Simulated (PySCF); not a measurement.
Job file and geometry (Å, from GFN2-xTB) of an NMR shielding run on `CS[C@@H]1CC[Si@@]1(N)C#N`, C5H10N2SSi, GIAO PBE0/pcSseg-1 NMR shielding, non-relativistic, gas phase (PySCF 2.14.0, density-fitted response routines); density fitting, a coarse starting grid and PySCF grid level 2 are the driver's defaults:

```
$ OMP_NUM_THREADS=1 python probes_run.py task.json out

{"job": {"kind": "nmr", "xc": "PBE0", "basis": "pcSseg-1"}, "charge": 0, "multiplicity": 1}
C      2.789048    -1.371373    -0.346547
S      1.252069    -1.399838     0.618907
C      0.244054    -0.255824    -0.376633
C      0.613012     1.230454    -0.199866
C     -0.733818     1.802707     0.292124
Si    -1.521787     0.064686     0.326529
N     -2.074296    -0.527548     1.837752
C     -2.888049    -0.298066    -0.892860
N     -3.718764    -0.512294    -1.650345
H      3.167450    -0.354247    -0.399204
H      2.596066    -1.759714    -1.343351
H      3.499914    -2.007120     0.171123
H      0.317321    -0.601407    -1.407672
H      0.950890     1.685952    -1.130411
H      1.395431     1.354389     0.548500
H     -0.657736     2.313227     1.248523
H     -1.172872     2.503046    -0.414391
H     -2.616952    -1.375932     1.869927
H     -1.450783    -0.481847     2.628702
```

Problem. What does the program print?

Solution. 
```
coarse grid: 17008 points
cycle   1  E = -992.9253829100  dE =  9.972e-01  |g| = 5.860e-01  |ddm| = 4.113e+00
cycle   2  E = -992.8200420699  dE =  1.053e-01  |g| = 9.160e-01  |ddm| = 1.100e+00
cycle   3  E = -992.9973016637  dE = -1.773e-01  |g| = 2.402e-01  |ddm| = 6.698e-01
cycle   4  E = -993.0091890692  dE = -1.189e-02  |g| = 5.819e-02  |ddm| = 1.634e-01
cycle   5  E = -993.0099013663  dE = -7.123e-04  |g| = 1.497e-02  |ddm| = 5.473e-02
cycle   6  E = -993.0099530942  dE = -5.173e-05  |g| = 3.166e-03  |ddm| = 1.738e-02
cycle   7  E = -993.0099549815  dE = -1.887e-06  |g| = 1.265e-03  |ddm| = 3.742e-03
final grid: 155416 points
cycle   8  E = -993.0627554817  dE = -3.287e-05  |g| = 1.085e-02  |ddm| = 3.130e-02
cycle   9  E = -993.0627338873  dE =  2.159e-05  |g| = 1.436e-02  |ddm| = 2.106e-02
cycle  10  E = -993.0627834125  dE = -4.953e-05  |g| = 1.844e-03  |ddm| = 1.284e-02
cycle  11  E = -993.0627840909  dE = -6.784e-07  |g| = 6.769e-04  |ddm| = 1.431e-03
cycle  12  E = -993.0627841852  dE = -9.424e-08  |g| = 1.578e-04  |ddm| = 5.312e-04
cycle  13  E = -993.0627841904  dE = -5.196e-09  |g| = 6.291e-05  |ddm| = 1.815e-04
cycle  14  E = -993.0627841913  dE = -9.500e-10  |g| = 1.227e-05  |ddm| = 6.810e-05
converged SCF energy = -993.0627841913

GIAO shielding tensors (ppm)
atom      isotropic    diamagn.    paramagn.     s11        s22        s33       span
  0 C      165.293     252.208     -86.916    144.530    164.673    186.676     42.146
  1 S      503.127    1058.817    -555.690    329.228    470.150    710.003    380.775
  2 C      136.813     259.126    -122.313    107.704    147.754    154.982     47.278
  3 C      156.212     252.932     -96.720    124.457    163.645    180.535     56.078
  4 C      164.674     257.150     -92.476    128.536    177.265    188.221     59.686
  5 Si     371.077     878.666    -507.589    299.501    375.891    437.837    138.336
  6 N      242.024     317.392     -75.368    220.078    247.265    258.728     38.650
  7 C       61.963     262.477    -200.514    -54.037    -49.821    289.745    343.782
  8 N      -91.629     337.496    -429.124   -291.319   -274.800    291.233    582.552
  9 H       29.504      31.507      -2.003     23.914     28.735     35.861     11.948
 10 H       29.732      30.879      -1.147     24.717     27.598     36.881     12.163
 11 H       29.853      29.268       0.586     24.575     26.470     38.516     13.941
 12 H       28.811      35.524      -6.713     25.027     29.511     31.897      6.870
 13 H       29.076      33.144      -4.068     24.688     28.006     34.532      9.844
 14 H       29.893      33.657      -3.764     25.191     30.274     34.214      9.022
 15 H       29.864      30.916      -1.052     25.710     27.434     36.449     10.739
 16 H       29.664      30.608      -0.944     25.698     27.467     35.828     10.130
 17 H       30.412      28.393       2.019     23.540     25.771     41.926     18.386
 18 H       30.488      30.911      -0.423     23.274     27.587     40.603     17.329
```

Problem. Turn these shieldings into chemical shifts. Shifts are taken against calculated references (same method and geometry level): 13C (σ = 186.93 ppm) and 29Si (σ = 349.16 ppm) and 1H (σ = 31.72 ppm) against TMS; CS2 for 33S (σ = 503.73 ppm); 15N (σ = 267.73 ppm) vs NH3.

Solution. Averaging equivalent atoms: C 7: 125.0; C 2: 50.1; C 3: 30.7; C 4: 22.3; C 0: 21.6; S 1: 1; Si 5: -21.9; N 8: 359.4; N 6: 25.7; H 12: 2.91; H 13: 2.64; H 16: 2.05; H 9/10/11: 2.02; H 15: 1.85; H 14: 1.82; H 17/18: 1.27 ppm. Experimental scales use liquid or dissolved standards, which lie at an offset from isolated NH3 (liquid NH3: subtract about 20 ppm). Unscaled 15N shifts of sp2 nitrogen come out 20 to 40 ppm too high even then.

Size and cost of the density-fitted run: 217 basis functions, 37 s wall time on 1 thread of an Intel Xeon 6975P-C, shared host; peak memory 1 GiB.
